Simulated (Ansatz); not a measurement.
`C[O][Ge][Cl]` → `[Cl][GeH]1[CH2][O]1`  (isomerisation)

Isolated molecules relaxed with PBE0-D4/def2-TZVP in Ansatz; ΔE leaves out vibrations. CCSD(T)/CBS is the MP2 limit (def2-TZVPP, def2-QZVPP) plus CCSD(T) − MP2 in def2-TZVPP, frozen cores. DFT in def2-TZVPP. B3LYP here is the variant with VWN-RPA as its local correlation; programs differ in this. For Ge outer-core shells are correlated without core-valence functions, which leaves a few kJ/mol of doubt a bond. Scalar relativity is left out up to krypton. One conformer a species, not always the lowest.

`C[O][Ge][Cl]`:

Z-matrix (Å, degrees):
```
C
O 1 1.410
H 1 1.093 2 109.0
H 1 1.093 2 112.0 3 -120.9
H 1 1.093 2 109.0 3 118.3
Ge 2 1.762 1 132.6 3 120.9
Cl 6 2.215 2 101.4 1 0.0
```

`[Cl][GeH]1[CH2][O]1`:

```xyz
7

Cl    1.403    0.648    2.089
Ge   -0.234    0.350    0.757
C     0.095   -0.190   -1.023
O    -0.172   -1.251   -0.089
H    -1.554    0.645    1.452
H    -0.658   -0.056   -1.799
H     1.121   -0.147   -1.388
```

Is it downhill or uphill in electronic energy at CCSD(T)/CBS, and by how much? (An estimate is asked.)

Ansatz gave: Uphill: ΔE = +39.5 kcal/mol.

What do these levels give: B3LYP-D4, B2PLYP, r2SCANh, CAM-B3LYP, MP2/def2-TZVPP, CCSD(T)/def2-TZVPP? (Best estimate.)

The calculation gave: B3LYP-D4 46.0, B2PLYP 42.1, r2SCANh 38.1, CAM-B3LYP 44.3, MP2/def2-TZVPP 35.6, CCSD(T)/def2-TZVPP 37.1 kcal/mol.

Largest T1 diagnostic among the species: 0.015.

In def2-TZVPP, CCSD(T) changes the Hartree–Fock value by −9.0 kcal/mol (the triples alone add −1.2 kcal/mol) and MP2 by −10.4 kcal/mol. Leaving LDA and LC-ωPBE aside and taking each functional with its dispersion term where it has one, the values, not all of them listed here, spread over 10.6 kcal/mol, from PBE-QIDH to BLYP-D4. LDA lies −2.0 kcal/mol from PBE without D4. From BLYP to BHLYP (50 % exact exchange), in def2-TZVPP and without D4, ΔE moves by −1.2 kcal/mol.
